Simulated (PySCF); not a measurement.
Job file and geometry (Å, from PBE0-D3(BJ)/def2-SVP) of an NMR shielding run on `[F][Rh-3]([F])([F])([F])([F])[F]`, [F6Rh]3-, GIAO PBE0/pcSseg-1 Rh:def2-TZVP NMR shielding, core potentials past Kr, else non-relativistic, gas phase in PySCF; density fitting, a coarse starting grid and PySCF grid level 2 are the driver's defaults:

```
{"job": {"kind": "nmr", "xc": "PBE0", "basis": {"default": "pcSseg-1", "Rh": "def2-TZVP"}}, "charge": -3, "multiplicity": 1}
Rh    -0.000255    -0.000009     0.000071
F     -0.022736    -0.013158     2.023684
F      0.022784     0.011684    -2.023454
F      2.023325     0.008111     0.023194
F     -2.023835    -0.006702    -0.022348
F     -0.006078     2.023713     0.011080
F      0.006786    -2.023649    -0.012219
```

Problem. Write the output of this run.

Solution. 
```
coarse grid: 39976 points
cycle   1  E = -707.7001880719  dE = -7.950e+00  |g| = 2.381e+00  |ddm| = 4.384e+00
cycle   2  E = -697.6593088894  dE =  1.004e+01  |g| = 4.863e+00  |ddm| = 1.094e+01
cycle   3  E = -707.1729042084  dE = -9.514e+00  |g| = 2.947e+00  |ddm| = 1.100e+01
cycle   4  E = -707.7693316102  dE = -5.964e-01  |g| = 2.306e+00  |ddm| = 3.887e-01
cycle   5  E = -708.6002811079  dE = -8.309e-01  |g| = 1.058e+00  |ddm| = 7.682e-01
cycle   6  E = -708.7943166991  dE = -1.940e-01  |g| = 2.691e-01  |ddm| = 4.406e-01
cycle   7  E = -708.8077538945  dE = -1.344e-02  |g| = 8.267e-02  |ddm| = 1.312e-01
cycle   8  E = -708.8090087591  dE = -1.255e-03  |g| = 2.469e-02  |ddm| = 5.834e-02
cycle   9  E = -708.8090923230  dE = -8.356e-05  |g| = 7.623e-03  |ddm| = 1.448e-02
cycle  10  E = -708.8091035236  dE = -1.120e-05  |g| = 4.090e-04  |ddm| = 4.610e-03
cycle  11  E = -708.8091035471  dE = -2.350e-08  |g| = 1.030e-04  |ddm| = 1.979e-04
final grid: 83848 points
cycle  12  E = -708.8089789353  dE = -4.757e-08  |g| = 3.581e-04  |ddm| = 6.594e-04
cycle  13  E = -708.8089788746  dE =  6.074e-08  |g| = 7.180e-04  |ddm| = 5.221e-04
cycle  14  E = -708.8089789538  dE = -7.929e-08  |g| = 6.794e-05  |ddm| = 3.646e-04
cycle  15  E = -708.8089789547  dE = -8.058e-10  |g| = 8.175e-06  |ddm| = 4.514e-05
converged SCF energy = -708.8089789547

GIAO shielding tensors (ppm)
atom      isotropic    diamagn.    paramagn.     s11        s22        s33       span
  0 Rh         nan         nan         nan        nan        nan        nan        nan
  1 F      813.598     480.872     332.725    452.367    994.095    994.331    541.963
  2 F      813.626     480.874     332.751    452.358    994.146    994.372    542.014
  3 F      813.517     480.875     332.642    452.356    994.036    994.158    541.802
  4 F      813.704     480.872     332.832    452.366    994.315    994.430    542.064
  5 F      813.579     480.873     332.706    452.364    994.064    994.310    541.946
  6 F      813.645     480.874     332.771    452.360    994.180    994.394    542.034
```

Problem. Turn these shieldings into chemical shifts. Chemical shifts δ = σref − σ; 19F (σref 177.25) against CFCl3, all at this level.

Solution. Averaging equivalent atoms: F 1/2/3/4/5/6: -636.4 ppm. No reference was computed at this level for Rh. Unscaled 19F shifts against computed CFCl3 carry errors that often reach 10 to 50 ppm.

Rh is described by an effective core potential, so it has no shielding of its own here; spin–orbit effects on the atoms bonded to it, which can be large, are absent, and the values of these neighbours are rough.

Size and cost of the density-fitted run: 142 basis functions, 12 s wall time on 1 thread of an Arm Neoverse V1, shared host.
